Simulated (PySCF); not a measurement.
boric acid (H$_{3}$BO$_{3}$), singlet, geometry from GFN2-xTB. Base run: M062X/6-31G (PySCF).

Geometry (Å):
```xyz
7

O     -1.1426    -0.7694    -0.0318
B     -0.0077    -0.0393    -0.0035
O     -0.1141     1.3222     0.1303
O      1.1704    -0.7048    -0.1098
H     -1.9345    -0.2386     0.0476
H      0.6966     1.8276     0.1490
H      1.9668    -0.1770    -0.0884
```
Charge 0, spin multiplicity 1.
All else is at PySCF's defaults.
Base energy -252.28649 Eh.

The base run was repeated with changes; each row names its change, and settings that it needs were set with it.

```tsv
change	ΔE vs base (µEh)	grid points	electrons on the grid
base	0.0	85720	32.00001
grids.radi_method = delley	3.8	91224	32.00001
grids.prune = off	0.4	135904	32.00001
grids.atom_grid = (50, 194)	109	45808	31.99998
grids.level = 4	-13.2	160008	32.00000
grids.level = 5	-12.5	242712	32.00000
grids.prune = dft.gen_grid.sg1_prune	77.4	38504	32.00008
grids.atom_grid = (30, 110)	788	17208	31.99979
grids.level = 2	8.5	60952	32.00001
grids.level = 7	-13.5	497160	32.00000
small_rho_cutoff = 0	0.0	85720	32.00001
```
